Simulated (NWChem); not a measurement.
System: B₃H₂O₃, doublet; SMILES [B]1OBOBO1

NWChem input:

```
start job
memory heap 200 mb stack 900 mb global 1100 mb
geometry units angstroms noautoz
  B      0.000000     0.000000     1.429259
  O     -1.194267     0.000000     0.758407
  B     -1.197751     0.000000    -0.623770
  O      0.000000     0.000000    -1.301789
  B      1.197751     0.000000    -0.623770
  O      1.194267     0.000000     0.758407
  H     -2.226379     0.000000    -1.218912
  H      2.226379     0.000000    -1.218912
end
basis spherical
  * library 6-311g**
end
dft
  odft
  mult 2
  xc xcamb88 1.00 lyp 0.81 vwn_5 0.19 hfexch 1.00
  cam 0.33 cam_alpha 0.19 cam_beta 0.46
  iterations 150
  mulliken
end
task dft gradient
```

Parts of the log:

```
             Northwest Computational Chemistry Package (NWChem) 7.3.0
             --------------------------------------------------------

 C2V symmetry detected

                             Geometry "geometry" -> ""
                             -------------------------

 Output coordinates in angstroms (scale by  1.889725989 to convert to a.u.)

  No.       Tag          Charge          X              Y              Z
 ---- ---------------- ---------- -------------- -------------- --------------
    1 B                    5.0000     0.00000000     0.00000000     1.42460117
    2 O                    8.0000    -1.19426700     0.00000000     0.75374917
    3 B                    5.0000    -1.19775100     0.00000000    -0.62842783
    4 O                    8.0000     0.00000000     0.00000000    -1.30644683
    5 B                    5.0000     1.19775100     0.00000000    -0.62842783
    6 O                    8.0000     1.19426700     0.00000000     0.75374917
    7 H                    1.0000    -2.22637900     0.00000000    -1.22356983
    8 H                    1.0000     2.22637900     0.00000000    -1.22356983

 Effective nuclear repulsion energy (a.u.)     192.0078902969

      Symmetry information
      --------------------

 Group name             C2v
 Group number             16
 Group order               4
 No. of unique centers     5

                                 NWChem DFT Module
                                 -----------------

 Summary of "ao basis" -> "ao basis" (spherical)
 ------------------------------------------------------------------------------
       Tag                 Description            Shells   Functions and Types
 ---------------- ------------------------------  ------  ---------------------
 B                          6-311g**                 8       18   4s3p1d
 O                          6-311g**                 8       18   4s3p1d
 H                          6-311g**                 4        6   3s1p

      Symmetry analysis of basis
      --------------------------

        a1         49
        a2         13
        b1         39
        b2         19

            General Information
            -------------------
          SCF calculation type: DFT
          Wavefunction type:  spin polarized.
          No. of atoms     :     8
          No. of electrons :    41
           Alpha electrons :    21
            Beta electrons :    20
          Charge           :     0
          Spin multiplicity:     2
          Use of symmetry is: on ; symmetry adaption is: on
          Maximum number of iterations: 150
          AO basis - number of functions:   120
                     number of shells:    56
          Convergence on energy requested:  1.00D-06
          Convergence on density requested:  1.00D-05
          Convergence on gradient requested:  5.00D-04

              XC Information
              --------------
                     Hartree-Fock (Exact) Exchange  1.000
                   CAM-Becke88 Exchange Functional  1.000
                      VWN V Correlation Functional  0.190 local
              Lee-Yang-Parr Correlation Functional  0.810

           Range-Separation Parameters
           ---------------------------
           Alpha           :  0.19
           Beta            :  0.46
           Gamma           :  0.33
           Short-Range HF  :     F

             Grid Information
             ----------------
          Grid used for XC integration:  medium
          Radial quadrature: Mura-Knowles
          Angular quadrature: Lebedev.
          Tag              B.-S. Rad. Rad. Pts. Rad. Cut. Ang. Pts.
          ---              ---------- --------- --------- ---------
          B                   0.85       49          11.0       434
          O                   0.60       49          11.0       434
          H                   0.35       45          12.0       434
          Grid pruning is: on
          Number of quadrature shells:   241
          Spatial weights used:  Erf1

      Superposition of Atomic Density Guess
      -------------------------------------

 Sum of atomic energies:        -298.92768708

      Non-variational initial energy
      ------------------------------

 Total energy =    -301.528262
 1-e energy   =    -788.454345
 2-e energy   =     294.918193
 HOMO         =      -0.135825
 LUMO         =       0.039541

   Symmetry analysis of molecular orbitals - initial alpha
   -------------------------------------------------------

  Numbering of irreducible representations:

     1 a1          2 a2          3 b1          4 b2

  Orbital symmetries:

     1 a1          2 a1          3 b1          4 a1          5 b1
     6 a1          7 a1          8 b1          9 a1         10 b1
    11 a1         12 b1         13 a1         14 b2         15 a1
    16 b1         17 a2         18 b2         19 a1         20 b1
    21 a1         22 a2         23 b2         24 b2         25 a1
    26 b1         27 a1         28 a1         29 b1         30 b1
    31 a1

   Symmetry analysis of molecular orbitals - initial beta
   ------------------------------------------------------

  Numbering of irreducible representations:

     1 a1          2 a2          3 b1          4 b2

  Orbital symmetries:

     1 a1          2 a1          3 b1          4 a1          5 b1
     6 a1          7 a1          8 b1          9 a1         10 b1
    11 a1         12 b1         13 a1         14 b2         15 a1
    16 b1         17 a2         18 b2         19 a1         20 b1
    21 a1         22 a2         23 b2         24 b2         25 a1
    26 b1         27 a1         28 a1         29 b1         30 b1
    31 a1

     ---------------------------------------------
      Total Density - Mulliken Population Analysis
     ---------------------------------------------

    Atom       Charge   Shell Charges
 -----------   ------   -------------------------------------------------------
    1 B    5     4.49   1.13  0.86  0.28  0.68  0.60  0.53  0.24  0.17
    2 O    8     8.53   1.08  0.91  1.01  1.04  2.29  0.68  1.52  0.01
    3 B    5     4.41   1.13  0.86  0.32  0.68  0.71  0.32  0.19  0.19
    4 O    8     8.54   1.08  0.91  1.02  1.03  2.30  0.67  1.52  0.01
    5 B    5     4.41   1.13  0.86  0.32  0.68  0.71  0.32  0.19  0.19
    6 O    8     8.53   1.08  0.91  1.01  1.04  2.29  0.68  1.52  0.01
    7 H    1     1.05   0.24  0.56  0.23  0.01
    8 H    1     1.05   0.24  0.56  0.23  0.01

     --------------------------------------------
      Spin Density - Mulliken Population Analysis
     --------------------------------------------

    Atom       Charge   Shell Charges
 -----------   ------   -------------------------------------------------------
    1 B    5     0.82   0.00 -0.00  0.07  0.13  0.14  0.34  0.14  0.01
    2 O    8     0.04   0.00 -0.00  0.02  0.02  0.03 -0.01 -0.01  0.00
    3 B    5     0.04   0.00 -0.00  0.01  0.00  0.01  0.01  0.01  0.00
    4 O    8     0.00  -0.00 -0.00  0.00  0.00  0.00 -0.00  0.00  0.00
    5 B    5     0.04   0.00 -0.00  0.01  0.00  0.01  0.01  0.01  0.00
    6 O    8     0.04   0.00 -0.00  0.02  0.02  0.03 -0.01 -0.01  0.00
    7 H    1     0.01   0.00  0.00  0.00  0.00
    8 H    1     0.01   0.00  0.00  0.00  0.00

   convergence    iter        energy       DeltaE   RMS-Dens  Diis-err
 ---------------- ----- ----------------- --------- --------- ---------
 d= 0,ls=0.0,diis     1   -301.4322703639 -4.93D+02  4.73D-03  3.50D-01
                                                     3.28D-03  3.29D-01
 d= 0,ls=0.0,diis     2   -301.4937255404 -6.15D-02  1.66D-03  2.85D-01
                                                     1.66D-03  2.89D-01
 d= 0,ls=0.0,diis     3   -301.5849411116 -9.12D-02  5.82D-04  1.35D-02
                                                     4.04D-04  1.24D-02
 d= 0,ls=0.0,diis     4   -301.5895908426 -4.65D-03  2.09D-04  2.51D-04
                                                     9.82D-05  2.86D-04
 d= 0,ls=0.0,diis     5   -301.5898141275 -2.23D-04  1.05D-04  2.71D-05
                                                     4.36D-05  2.11D-05
  Resetting Diis
 d= 0,ls=0.0,diis     6   -301.5898455423 -3.14D-05  2.49D-05  1.51D-06
                                                     1.18D-05  2.13D-06
 d= 0,ls=0.0,diis     7   -301.5898473439 -1.80D-06  7.29D-06  8.79D-07
                                                     6.55D-06  1.18D-06
 d= 0,ls=0.0,diis     8   -301.5898471606  1.83D-07  3.74D-06  2.07D-06
                                                     3.42D-06  1.84D-06

         Total DFT energy =     -301.589847160606
      One electron energy =     -791.939286396521
           Coulomb energy =      337.144125516964
    Exchange-Corr. energy =      -38.802576577980
 Nuclear repulsion energy =      192.007890296930

 Numeric. integr. density =       40.999978299430

                  Occupations of the irreducible representations
                  ----------------------------------------------

                     irrep           alpha         beta
                     --------     --------     --------
                     a1               11.0         10.0
                     a2                1.0          1.0
                     b1                7.0          7.0
                     b2                2.0          2.0

                    DFT Final Alpha Molecular Orbital Analysis
                    ------------------------------------------

 Vector   19  Occ=1.000000D+00  E=-4.432918D-01  Symmetry=a1
              MO Center=  1.8D-14,  2.3D-15, -8.0D-01, r^2= 2.8D+00
   Bfn.  Coefficient  Atom+Function         Bfn.  Coefficient  Atom+Function
  ----- ------------  ---------------      ----- ------------  ---------------
    63      0.331657  4 O  pz                67      0.293517  4 O  pz
    59      0.231938  4 O  pz                64     -0.195295  4 O  s
    60     -0.131809  4 O  s                 42      0.123956  3 B  s
    78      0.123956  5 B  s                  9      0.106267  1 B  pz
    27      0.103568  2 O  pz                99      0.103568  6 O  pz

 Vector   20  Occ=1.000000D+00  E=-4.173977D-01  Symmetry=b1
              MO Center= -2.9D-14,  6.9D-16, -5.4D-02, r^2= 4.1D+00
   Bfn.  Coefficient  Atom+Function         Bfn.  Coefficient  Atom+Function
  ----- ------------  ---------------      ----- ------------  ---------------
    25      0.226970  2 O  px                97      0.226970  6 O  px
    29      0.186577  2 O  px               101      0.186577  6 O  px
    21      0.159244  2 O  px                93      0.159244  6 O  px
   110      0.145414  7 H  s                116     -0.145414  8 H  s
    61      0.141355  4 O  px                28     -0.130728  2 O  s

 Vector   21  Occ=1.000000D+00  E=-2.903479D-01  Symmetry=a1
              MO Center=  2.0D-17, -4.9D-16,  1.8D+00, r^2= 1.9D+00
   Bfn.  Coefficient  Atom+Function         Bfn.  Coefficient  Atom+Function
  ----- ------------  ---------------      ----- ------------  ---------------
    10      0.433684  1 B  s                  9      0.326607  1 B  pz
     6      0.319136  1 B  s                 13      0.295174  1 B  pz
     5      0.207234  1 B  pz                28     -0.154810  2 O  s
   100     -0.154810  6 O  s                 27     -0.124393  2 O  pz
    99     -0.124393  6 O  pz                31     -0.121120  2 O  pz

 Vector   22  Occ=0.000000D+00  E= 1.654533D-02  Symmetry=a2
              MO Center=  9.8D-11,  1.5D-15, -5.9D-01, r^2= 3.7D+00
   Bfn.  Coefficient  Atom+Function         Bfn.  Coefficient  Atom+Function
  ----- ------------  ---------------      ----- ------------  ---------------
    48      0.511091  3 B  py                84     -0.511091  5 B  py
    44      0.278153  3 B  py                80     -0.278153  5 B  py
    30     -0.211558  2 O  py               102      0.211558  6 O  py
    40      0.180667  3 B  py                76     -0.180667  5 B  py
    26     -0.118178  2 O  py                98      0.118178  6 O  py

 Vector   23  Occ=0.000000D+00  E= 1.659994D-02  Symmetry=b2
              MO Center= -9.8D-11, -6.1D-16,  6.9D-01, r^2= 3.6D+00
   Bfn.  Coefficient  Atom+Function         Bfn.  Coefficient  Atom+Function
  ----- ------------  ---------------      ----- ------------  ---------------
    12      0.567966  1 B  py                 8      0.344878  1 B  py
    48     -0.292628  3 B  py                84     -0.292628  5 B  py
    66      0.246417  4 O  py                 4      0.214799  1 B  py
    44     -0.161303  3 B  py                80     -0.161303  5 B  py
    62      0.136800  4 O  py                30     -0.127261  2 O  py

 Vector   24  Occ=0.000000D+00  E= 8.752066D-02  Symmetry=b2
              MO Center= -3.2D-14, -5.9D-15,  4.3D-02, r^2= 4.6D+00
   Bfn.  Coefficient  Atom+Function         Bfn.  Coefficient  Atom+Function
  ----- ------------  ---------------      ----- ------------  ---------------
    48      0.450503  3 B  py                84      0.450503  5 B  py
    12      0.426307  1 B  py                66     -0.317560  4 O  py
    30     -0.313458  2 O  py               102     -0.313458  6 O  py
    26     -0.168001  2 O  py                98     -0.168001  6 O  py
    62     -0.166268  4 O  py                 8      0.126393  1 B  py

                     DFT Final Beta Molecular Orbital Analysis
                     -----------------------------------------

 Vector   18  Occ=1.000000D+00  E=-4.584878D-01  Symmetry=b2
              MO Center= -3.5D-12,  7.9D-15, -4.8D-01, r^2= 2.2D+00
   Bfn.  Coefficient  Atom+Function         Bfn.  Coefficient  Atom+Function
  ----- ------------  ---------------      ----- ------------  ---------------
    62      0.333280  4 O  py                66      0.322269  4 O  py
    58      0.229950  4 O  py                26     -0.171169  2 O  py
    98     -0.171169  6 O  py                30     -0.165276  2 O  py
   102     -0.165276  6 O  py                22     -0.118112  2 O  py
    94     -0.118112  6 O  py                 8     -0.092543  1 B  py

 Vector   19  Occ=1.000000D+00  E=-4.352423D-01  Symmetry=a1
              MO Center= -4.6D-16,  1.4D-14, -8.3D-01, r^2= 2.6D+00
   Bfn.  Coefficient  Atom+Function         Bfn.  Coefficient  Atom+Function
  ----- ------------  ---------------      ----- ------------  ---------------
    63      0.331789  4 O  pz                67      0.294491  4 O  pz
    59      0.231999  4 O  pz                64     -0.187631  4 O  s
    27      0.128100  2 O  pz                99      0.128100  6 O  pz
    60     -0.126265  4 O  s                 42      0.112083  3 B  s
    78      0.112083  5 B  s                110      0.097103  7 H  s

[...]

                         DFT ENERGY GRADIENTS

    atom               coordinates                        gradient
                 x          y          z           x          y          z
   1 B       0.000000   0.000000   2.692106    0.000000   0.000000   0.005582
   2 O      -2.256837   0.000000   1.424379   -0.007062   0.000000   0.002195
   3 B      -2.263421   0.000000  -1.187556   -0.000907   0.000000   0.000041
   4 O       0.000000   0.000000  -2.468827    0.000000   0.000000  -0.007418
   5 B       2.263421   0.000000  -1.187556    0.000907   0.000000   0.000041
   6 O       2.256837   0.000000   1.424379    0.007062   0.000000   0.002195
   7 H      -4.207246   0.000000  -2.312212   -0.002080   0.000000  -0.001318
   8 H       4.207246   0.000000  -2.312212    0.002080   0.000000  -0.001318
```

Level: CAM-B3LYP/6-311G** (spherical d), spin-unrestricted. In the optimisation the excess spin sits in a1 (C2v, its own frame). Structure relaxed at the B3LYP/6-31G* (spherical d), spin-unrestricted level. No stability test was run on the SCF state.
